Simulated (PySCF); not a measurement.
Species: C2H7F2NSi2.
Z-matrix (Å and degrees, PBE0-D3(BJ)/def2-SVP geometry), rows numbered from 1:
```
F 
C   1  1.3936
C   2  1.5252  1  108.24
Si  3  1.8964  2  107.52  1   -75.64
N   4  1.7533  3   97.75  2   -32.19
Si  5  1.7212  4  115.06  3    12.34
F   6  1.6233  2  110.99  1   -31.10
H   2  1.1040  1  107.59  3   120.82
H   3  1.1019  2  110.02  1    49.34
H   3  1.1037  2  109.70  1   167.10
H   4  1.4953  3  112.53  2  -149.41
H   4  1.4940  3  113.59  2    87.80
H   5  1.0144  4  122.34  3  -170.04
H   6  1.4883  2  115.69  1  -150.05
```

Linear response at CAM-B3LYP/def2-SVPD (PySCF, frozen core in the response, non-relativistic).

Static isotropic polarisability: 77.89 au (11.54 Å³), principal values 70.2, 76.5, 86.9 au.

(1) What is the polarisability at 1064 nm and at the sodium D line?

(2) What is the isotropic C6 coefficient between two such molecules, C6 = (3/π)∫α(iω)² dω?

(3) Which effective excitation energy ω̄ makes London's formula C6 = (3/4)α²ω̄ exact here?

(4) How many electrons N does the Slater–Kirkwood formula C6 = (3/4)·√N·α^(3/2) need to give this C6?

(5) What three-body coefficient follows from the one-pole estimate C9 = (3/4)·α·C6?

(6) What n − 1 at the D line would an ideal gas of it have at 273.15 K and 1 atm (2.6868 × 10¹⁹ cm⁻³), by n − 1 = 2π·N·α′?

(7) What molar refraction at the D line follows from R = (4π/3)·N_A·α′, with α′ the polarisability volume?

(8) How anisotropic is the static polarisability, by Δα² = ½[(α1 − α2)² + (α2 − α3)² + (α3 − α1)²]?

Answers

(1) 78.50 au at 1064 nm (+0.8 %), 79.93 au at 589.3 nm (+2.6 %). The rise at 589.3 nm is 3.35 times that at 1064 nm; a pure ω² law gives 3.26. The lowest singlet lies at 185 nm, shorter than both wavelengths.

(2) 2503 au (Eh·bohr⁶) by a ten-point quadrature over imaginary frequencies, which is 1500 eV·Å⁶ or 144 J·nm⁶/mol.

(3) ω̄ = 4·C6/(3α²) = 0.550 Eh = 15.0 eV. A one-pole form α(ω) = α/(1 − ω²/ω̄²) fitted to the 1064 nm value gives 13.2 eV.

(4) N = (4·C6/3)²/α³ = 23.6; the species has 72 electrons in all.

(5) 146000 au. This is an estimate from the two numbers above, not a computed integral.

(6) 20.00 × 10⁻⁴, a formal value whether or not that pressure can be reached.

(7) α′ = 11.84 Å³ gives R = 29.88 cm³/mol, for isolated, non-vibrating species.

(8) Δα = 14.6 au, or 0.19 of the isotropic value.

One conformer stands for the species.
